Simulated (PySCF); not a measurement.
C$_{2}$H$_{6}$In, charge +1, singlet, geometry from GFN2-xTB (such geometries of metal compounds can be far from the true shape) (core potentials on In); M062X/def2-SV(P) (PySCF).

PySCF was given this input:
```python
from pyscf import gto, scf, dft

mol = gto.Mole()
mol.atom = '''
    In    0.000000    0.000000    0.000000
    C     1.767999    0.264584   -1.433558
    H     2.412420   -0.605902   -1.305081
    H     2.270644    1.189597   -1.148548
    H     1.353102    0.319627   -2.440713
    C    -1.767999   -0.264584    1.433558
    H    -2.257624   -1.200722    1.162551
    H    -2.423557    0.595054    1.289344
    H    -1.354984   -0.297654    2.442446
'''
mol.basis = 'def2-sv(p)'
mol.ecp = {'In': 'def2-sv(p)'}
mol.charge = 1
mol.spin = 0
mol.verbose = 4
mol.build()

mf = dft.RKS(mol)
mf.xc = 'm062x'
mf.grids.atom_grid = (75, 302)
mf.kernel()
mf.analyze()
```

It wrote (shortened):

```
PySCF version 2.14.0

[INPUT] verbose = 4
[INPUT] num. atoms = 9
[INPUT] num. electrons = 38
[INPUT] charge = 1
[INPUT] spin (= nelec alpha-beta = 2S) = 0
[INPUT] symmetry False subgroup None
[INPUT] Mole.unit = angstrom
[INPUT] Symbol           X                Y                Z      unit          X                Y                Z       unit  Magmom
[...]
nuclear repulsion = 109.994481832006
number of shells = 34
number of NR pGTOs = 133
number of NR cGTOs = 66
basis = def2-sv(p)
ecp = {'In': 'def2-sv(p)'}

******** <class 'pyscf.dft.rks.RKS'> ********
method = RKS
initial guess = minao
damping factor = 0
level_shift factor = 0
DIIS = <class 'pyscf.scf.diis.CDIIS'>
diis_start_cycle = 1
diis_space = 8
diis_damp = 0
SCF conv_tol = 1e-09
SCF conv_tol_grad = None
SCF max_cycles = 50
direct_scf = True
direct_scf_tol = 1e-13
XC library pyscf.dft.libxc version 7.1.2
    S. Lehtola, C. Steigemann, M. J. T. Oliveira, and M. A. L. Marques,  SoftwareX 7, 1–5 (2018)
XC functionals = m062x
    Y. Zhao and D. G. Truhlar,  Theor. Chem. Acc. 120, 215 (2008)
    Y. Zhao and D. G. Truhlar,  Theor. Chem. Acc. 120, 215 (2008)
radial grids:
    Treutler-Ahlrichs [JCP 102, 346 (1995); DOI:10.1063/1.469408] (M4) radial grids

becke partition: Becke, JCP 88, 2547 (1988); DOI:10.1063/1.454033
pruning grids: <function nwchem_prune>
grids dens level: 3
symmetrized grids: False
atomic radii adjust function: <function treutler_atomic_radii_adjust>
User specified grid scheme (75, 302)
small_rho_cutoff = 0
Set gradient conv threshold to 3.16228e-05
Initial guess from minao.
tot grids = 130560
init E= -248.450760307382
[...]
cycle= 1 E= -268.961477510083  delta_E= -20.5  |g|= 1.49  |ddm|= 12.2
[...]
cycle= 2 E= -269.265999987094  delta_E= -0.305  |g|= 1.09  |ddm|= 4.35
[...]
cycle= 3 E= -269.486962392227  delta_E= -0.221  |g|= 0.103  |ddm|= 1.22
[...]
cycle= 4 E= -269.488992782331  delta_E= -0.00203  |g|= 0.0557  |ddm|= 0.143
[...]
cycle= 5 E= -269.489855606246  delta_E= -0.000863  |g|= 0.0036  |ddm|= 0.0562
[...]
cycle= 6 E= -269.489861314791  delta_E= -5.71e-06  |g|= 0.000803  |ddm|= 0.00717
[...]
cycle= 7 E= -269.489861522763  delta_E= -2.08e-07  |g|= 0.000101  |ddm|= 0.0011
[...]
cycle= 8 E= -269.48986152681  delta_E= -4.05e-09  |g|= 7.16e-06  |ddm|= 0.000223
[...]
cycle= 9 E= -269.489861526844  delta_E= -3.39e-11  |g|= 4.23e-06  |ddm|= 2.63e-05
[...]
Extra cycle  E= -269.48986152684  delta_E= 3.81e-12  |g|= 5.67e-06  |ddm|= 9.56e-06
converged SCF energy = -269.48986152684
**** SCF Summaries ****
Total Energy =                        -269.489861526840002
Nuclear Repulsion Energy =             109.994481832005874
One-electron Energy =                 -650.878581797551760
Two-electron Energy =                  271.394238438705884
Two-electron Coulomb Energy =          300.762996419330875
DFT Exchange-Correlation Energy =      -29.368757980624991
HOMO-LUMO gap [eV] =                     7.659246100841362
**** MO energy ****
[...]
WARN: System has nonzero charge 1; the dipole moment is origin-dependent.
Location of origin: [0. 0. 0.]

Dipole moment(X, Y, Z, Debye):  0.00013,  0.00008, -0.00015
```
